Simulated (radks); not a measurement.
Values are calculated unless marked as measured or tabulated.
Question: Mo31+, configuration [Ne] 3s1. Code: a radial shooting solver on a logarithmic mesh with Libxc functionals. Model: scalar-relativistic Kohn-Sham, PBE, spin-polarised, spherical densities, finite nucleus; open shells are filled with parallel spins first (spin-orbit coupling, left out, can overturn this in heavy ions); Fermi nuclear charge, rms radius 4.4091 fm. Some entries of the table are withheld. Estimate them.

| orbital | occ. | eigenvalue (hartree) | <1/r> (bohr^-1) | <r^2> (bohr^2) |
|---|---|---|---|---|
| 1s up | 1 | -790.9966 | 43.57 | 0.001666 |
| 1s down | 1 | -790.9283 | 43.57 | 0.001666 |
| 2s up | 1 | -161.8364 | (1) | 0.02675 |
| 2s down | 1 | -161.7427 | (2) | 0.02672 |
| 2p up | 3 | -151.6260 | 9.692 | 0.02088 |
| 2p down | 3 | -151.5441 | 9.695 | 0.02085 |
| 3s up | 1 | -64.99377 | 4.063 | (3) |
| 3s down | 0 | -64.51903 | 4.077 | (4) |

Answer: 
(1) 2s up <1/r> (bohr^-1): 9.990
(2) 2s down <1/r> (bohr^-1): 9.993
(3) 3s up <r^2> (bohr^2): 0.1519
(4) 3s down <r^2> (bohr^2): 0.1512
